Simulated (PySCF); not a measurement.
## Working out the electron affinity of I

I⁻ [Xe] (1S) → I [Kr] 4d10 5s2 5p5 (2P). All numbers are calculated (PySCF 2.14, the spin-free X2C one-electron Hamiltonian (Gaussian nucleus), in aug-cc-pVTZ-DK3). Frozen: [Kr] 4d10. Energies in hartree (1 hartree = 27.21139 eV):

```tsv
part	I⁻ (lower)	I (upper)
UHF	-7112.465671	-7112.380888
CCSD correlation	-0.162552	-0.133770
(T)	-0.006971	-0.004455
```

Task: What does Hartree-Fock give?

Result: (-7112.380888) − (-7112.465671) = 0.084783 hartree = 2.307 eV.

Task: What do CCSD and CCSD(T) give?

Result: The CCSD correlation energies differ by 0.028782 hartree = 0.783 eV and the triples by 0.002516 hartree = 0.068 eV, so CCSD gives 3.090 eV and CCSD(T) 3.158 eV.

A first-order spin-orbit estimate adds -0.299 eV to CCSD(T) (valence), giving 2.859 eV against 3.059 eV (measured; photodetachment measurements, as compiled on the Wikipedia data page of electron affinities).

What remains against the reference includes basis incompleteness, the frozen core and higher excitations.
